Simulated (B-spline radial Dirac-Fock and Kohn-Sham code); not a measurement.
**Levels of muonic ¹⁷⁰Lu**

Nucleus: ¹⁷⁰Lu, Fermi distribution (skin thickness 2.3 fm), rms radius 5.3364 fm (measured, Angeli and Marinova 2013).

Input of the calculation (task.json; shells as n, l, electrons):

```json
{"items": [{
  "Z": 71,
  "q": 0,
  "cfg": [[1, 0, 2], [2, 0, 2], [2, 1, 6], [3, 0, 2], [3, 1, 6], [3, 2, 10], [4, 0, 2], [4, 1, 6], [4, 2, 10], [4, 3, 14], [5, 0, 2], [5, 1, 6], [5, 2, 1], [6, 0, 2]],
  "A": 170,
  "rrms": 5.3364,
  "do": "muonic",
  "nuclei": [[170, 169.938479, 5.3364, "measured", "fermi"]]
}]}
```

Launch: `python xray2_run.py task.json out`

Level of theory: the Dirac equation of a negative muon with reduced mass in the field of a spherical finite nucleus, with the Uehling potential to all orders; nuclear polarisation, deformation, hyperfine structure, self-energy, higher-order vacuum polarisation, relativistic recoil and electron screening are left out; a radial atomic solver. For strongly deformed nuclei the low levels mix with nuclear rotations, which this model lacks.

```csv
level,binding (keV),"point nucleus, no QED (keV)",vacuum polarisation (keV),⟨r⟩ (fm)
1s1/2,8647,15280,55.920,8.7
2s1/2,2812,3891,14.815,27.0
2p1/2,3643,3891,23.765,17.5
2p3/2,3515,3605,21.908,18.3
3s1/2,1358,1697,5.549,56.2
3p1/2,1612,1697,7.742,43.9
3p3/2,1579,1611,7.339,44.9
3d3/2,1617,1611,7.095,36.4
3d5/2,1593,1587,6.739,37.3
4d3/2,907.3,905.0,3.032,73.5
4d5/2,897.1,894.6,2.896,74.5
4f5/2,897.1,894.6,2.499,63.7
4f7/2,891.9,889.5,2.444,64.3
5f5/2,573.8,572.6,1.238,111.8
5f7/2,571.2,570.0,1.211,112.5
5g7/2,571.0,570.0,1.026,98.1
5g9/2,569.4,568.4,1.014,98.5
6g7/2,396.4,395.9,0.559,157.1
6g9/2,395.5,395.0,0.553,157.6
6h9/2,395.5,395.0,0.456,139.6
6h11/2,394.9,394.4,0.453,140.0
```

Task: By how much does the finite nuclear size lower the 1s binding energy?

Result: By 6687 keV, 43.77 % of the point-nucleus value (point value plus vacuum polarisation less the binding energy). The 1s orbit has ⟨r⟩ = 8.7 fm.
